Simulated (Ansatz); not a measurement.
Isolated molecules relaxed with PBE0-D4/def2-TZVP in Ansatz; ΔE leaves out vibrations. CBS: MP2 limit from def2 TZ/QZ plus the TZ coupled-cluster correction, frozen cores. This one scheme is used for every species. DFT in def2-TZVPP. B3LYP here is the variant with VWN-RPA as its local correlation; programs differ in this. For Br outer-core shells are correlated without core-valence functions, which leaves a few kJ/mol of doubt a bond. Scalar relativity is left out up to krypton. One conformer a species, not always the lowest.

Reaction (formal hydrolysis of a C–Br bond): `BC([SiH3])Br` + H₂O → `BC(O)[SiH3]` + HBr

(1) Is it downhill or uphill in electronic energy at CCSD(T)/CBS, and by how much? (Estimate.)

(2) What do these levels give: PBE0-D4, PBE, r2SCAN, B3LYP, HF/def2-TZVPP, MP2/def2-TZVPP? (Estimate.)

Largest T1 diagnostic among the species: 0.013.

## Answers

(1) Ansatz gave: Uphill: ΔE = +14.3 kcal/mol.

(2) Computed: PBE0-D4 10.9, PBE 8.9, r2SCAN 10.2, B3LYP 10.1, HF/def2-TZVPP 12.8, MP2/def2-TZVPP 15.5 kcal/mol.

From PBE to PBE0 (25 % exact exchange), in def2-TZVPP and without D4, ΔE moves by +1.4 kcal/mol. The D4 term adds +1.2 kcal/mol with B3LYP and +0.6 kcal/mol with PBE0; it sums over pairs of atoms, weighted by their polarisabilities, and B3LYP, whose exchange is more repulsive, gets the larger term.
